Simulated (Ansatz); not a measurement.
`[SiH3][CH]1[GaH][Se]1` + H₂ → `[CH2]1[GaH][Se]1` + SiH₄  (hydrogenolysis of a C–Si bond)

Computed with Ansatz on PBE0-D4/def2-TZVP structures; ΔE is electronic, products minus reactants. CBS: MP2 limit from def2 TZ/QZ plus the TZ coupled-cluster correction, frozen cores. This one scheme is used for every species. DFT in def2-TZVPP. For Ga, Se outer-core shells are correlated without core-valence functions, which leaves a few kJ/mol of doubt a bond. Scalar relativity is left out up to krypton.

`[SiH3][CH]1[GaH][Se]1`:

Cartesian coordinates in Å:
```
Si 0.324 -0.838 -1.036
C -0.299 0.653 -0.135
Ga 0.035 0.905 1.759
Se -2.004 0.258 0.964
H -0.693 -1.389 -1.973
H 1.550 -0.492 -1.812
H 0.672 -1.895 -0.048
H -0.437 1.554 -0.729
H 0.853 1.244 3.010
```

H₂:

Z-matrix (Å, degrees):
```
H
H 1 0.746
```

`[CH2]1[GaH][Se]1`:

Cartesian coordinates in Å:
```
C -0.637 -0.334 0.408
Ga 1.051 0.253 -0.326
Se -0.962 0.984 -1.120
H -1.028 -1.320 0.179
H -0.993 0.054 1.357
H 2.570 0.362 -0.498
```

SiH₄:

```xyz
5

Si    0.000    0.000    0.000
H     0.475    1.389   -0.223
H    -1.319    0.032    0.680
H     0.977   -0.727    0.849
H    -0.133   -0.693   -1.306
```

CCSD(T)/CBS gives -1.4 kJ/mol.

Q: Another level gave -6.2 kJ/mol. Which?
A. B97M-V/def2-TZVPP
B. PBE0-D4/def2-TZVPP
C. revPBE/def2-TZVPP
D. BLYP/def2-TZVPP

A: B. PBE0-D4 -6.2, BLYP -22.6, B97M-V -10.3, revPBE -16.3 kJ/mol.

Largest T1 diagnostic among the species: 0.014.

Leaving LDA and LC-ωPBE aside and taking each functional with its dispersion term where it has one, the values, not all of them listed here, spread over 13.6 kJ/mol, from CAM-B3LYP-D4 to revPBE-D4. LDA lies +6.2 kJ/mol from PBE without D4. The D4 term adds +14.7 kJ/mol with B3LYP and +8.0 kJ/mol with PBE0; it sums over pairs of atoms, weighted by their polarisabilities, and B3LYP, whose exchange is more repulsive, gets the larger term. At CCSD(T), def2-SVP lies −15.9 kJ/mol from the extrapolated value and def2-TZVPP −5.4 kJ/mol.

CCSD(T)/CBS has its own doubt, a few kJ/mol and more with outer-core shells, so smaller differences from it don't rank the levels.

B3LYP here is the variant with VWN-RPA as its local correlation; programs differ in this.
